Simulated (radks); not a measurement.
Valence configurations of Os II (all share [Xe]). Method: Dirac Kohn-Sham, PBE, spin-unpolarised, spherical densities, finite nucleus; open shells are shared between the two j in proportion to 2j + 1; Fermi nuclear charge, rms radius 5.4126 fm; computed with a radial shooting solver on a logarithmic mesh with Libxc functionals. Energies are relative to 4f14 5d6 6s1; eigenvalues in eV.

valence           E (eV)  e(4f5/2)  e(4f7/2)  e(5d3/2)  e(5d5/2)  e(6p1/2)
4f14 5d6.5 6s0.5  -0.387   -59.967   -57.162   -13.815   -12.761         -
4f14 5d6 6s1       0.000   -61.430   -58.624   -14.803   -13.712         -
4f14 5d5 6s2       1.509   -64.560   -61.753   -16.895   -15.729         -
4f14 5d5 6s1 6p1   7.995   -66.133   -63.327   -18.291   -17.102    -9.285
4f13 5d7 6s1      50.116   -71.687   -68.778   -16.132   -14.910         -
4f13 5d6 6s2      52.720   -75.011   -72.101   -18.393   -17.094         -
4f13 5d6 6s1 6p1  59.385   -76.605   -73.694   -19.833   -18.513    -9.414
4f13 5d5 6s2 6p1  63.614   -80.143   -77.230   -22.177   -20.777   -10.128
4f12 5d6 6s2 6p1  125.42   -91.184   -88.166   -23.847   -22.314   -10.261
4f12 5d6 6s1 6p2  132.91   -92.713   -89.695   -25.216   -23.663   -11.005

NIST lists [Xe] 4f14 5d6 6s1 as the ground configuration; this level of theory puts 4f14 5d6.5 6s0.5 lower, by 0.387 eV. The energies are those of spherical spin-averaged densities, not of single terms.
